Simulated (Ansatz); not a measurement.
Results of the Gaussian-basis code of Ansatz.

Basis-set series for `F[Si](F)(F)[SnH3]`. Total charge 0; spin multiplicity 1. Sn: def2 effective core potential. The geometry is a stationary point of PBE0-D4/def2-TZVP.

| functional | basis | functions | energy (Eh) | HOMO (eV) | LUMO (eV) |
| --- | --- | --- | --- | --- | --- |
| PBE0-D4 | def2-SVP | 101 | -804.55766 | -8.84 | -0.11 |
| PBE0-D4 | def2-QZVPP | 413 | -805.09643 | -8.92 | -0.40 |
| ωB97M-V | def2-SVP | 101 | -804.80678 | -10.86 | 1.69 |
| ωB97M-V | def2-QZVPP | 413 | -805.35205 | -10.98 | 1.13 |

Q: Give the rows for def2-TZVPP. (Estimate.)

A: The calculation gave: 
```json
{"functional": "PBE0-D4", "basis": "def2-TZVPP", "functions": "227", "energy (Eh)": "-805.06698", "HOMO (eV)": "-8.90", "LUMO (eV)": "-0.33"}
{"functional": "ωB97M-V", "basis": "def2-TZVPP", "functions": "227", "energy (Eh)": "-805.32439", "HOMO (eV)": "-10.96", "LUMO (eV)": "1.35"}
```

Positive LUMOs are unbound and depend on the basis.
